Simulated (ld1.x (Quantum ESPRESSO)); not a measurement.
# lithium (Li): variants of one TM potential

Base potential:

```
Element                 : Li
Generator               : ld1.x (Quantum ESPRESSO) 7.5
Type                    : norm-conserving Troullier–Martins (Kleinman–Bylander form)
Functional              : LDA (PZ)
Relativity              : scalar-relativistic
Frozen core             : none
Valence charge          : 3
Reference configuration : 1s2 2s0.5 2p0 (charge +0.5)
Partial waves           : 2p (bound, empty): rc 4.20 bohr; 3d channel at -0.15 Ry: rc 3.60 bohr; 1s (bound): rc 0.40 bohr
Local potential         : the s channel
Core correction         : none
```

Occupied shells without a wave of their own: 2s. They enter only through the test configuration that unscreens the potential.

Cutoffs, loose and tight: the cutoffs (Ry, on a coarse ladder) from which the occupation-weighted sum of valence levels, in a spherical-Bessel basis at the reference potential, stays within 10 and 1 mRy of its value at 400 Ry. They do not see the model core or the augmentation charge, which bear on the density cutoff. Test errors are all-electron minus pseudo excitation energies from the reference, over the configurations 1s2 2s1 2p0; 1s2 2s0 2p0; 1s2 2s0 2p1; 1s1 2s1 2p0 (two spin-polarised tests are not counted in the largest error). A dash means not determined; rows that change the core or the reference have their own tests.

A true bound ghost makes a file unfit for plane-wave use even where its test errors are small: the radial tests pick states by their node count and pass the ghost by.

| change | outcome | cutoff, loose | cutoff, tight | bound ghosts | largest test error (meV) |
| --- | --- | --- | --- | --- | --- |
| base | generated | over 300 Ry | over 300 Ry | p | +5.2 |
| wave 2p (bound): rc 4.20 bohr becomes 2p (bound): rc 3.30 bohr | generated | over 300 Ry | over 300 Ry | none | +5.2 |
| wave 3d channel at -0.15 Ry: rc 3.60 bohr becomes 3d channel at 3.19 Ry: rc 3.60 bohr | generated | over 300 Ry | over 300 Ry | d, p | +5.2 |
| wave 3d channel at -0.15 Ry: rc 3.60 bohr becomes 3d channel at -0.15 Ry: rc 4.36 bohr | generated | over 300 Ry | over 300 Ry | d, p | +5.2 |
| reference 1s2 2s1 2p0 | generated | over 300 Ry | over 300 Ry | none | +6.8 over the solved tests; 1 of 6 tests not solved or not reliable |
| type PAW; waves now 1s (bound): rc 0.40 bohr; 2s (bound): rc 0.40 bohr; 2p (bound): rcut 3.65, rcutus 4.20 bohr; 2p channel at 0.15 Ry: rcut 3.65, rcutus 4.20 bohr; 3d channel at -0.15 Ry: rcut 3.15, rcutus 3.60 bohr; 3d channel at 2.65 Ry: rcut 3.15, rcutus 3.60 bohr; local potential all-electron potential smoothed inside 3.10 bohr (lloc = -1); augmentation PSQ, radius 0.45 bohr | failed: invmat: error in DGETRF | – | – | – | – |

Q: What comes out with this change to the base: all radii scaled by about 0.83 (s 0.34, p 3.48, d 2.98 bohr)?

A: outcome: generated; cutoff, loose: over 300 Ry; cutoff, tight: over 300 Ry; bound ghosts: p; largest test error (meV): +0.4.

Q: What comes out with this change to the base: local potential all-electron potential smoothed inside 0.75 bohr (lloc = -1)?

A: outcome: generated; cutoff, loose: over 300 Ry; cutoff, tight: over 300 Ry; bound ghosts: none; largest test error (meV): -12.

Q: What comes out with this change to the base: core [He], valence charge 1; reference 2s1 2p0; waves now 2s (bound): rc 2.45 bohr; 3d channel at -0.15 Ry: rc 4.55 bohr; 2p (bound): rc 4.20 bohr; local potential the p channel?

A: outcome: generated; cutoff, loose: 6 Ry; cutoff, tight: 6 Ry; bound ghosts: none; largest test error (meV): +5.8.
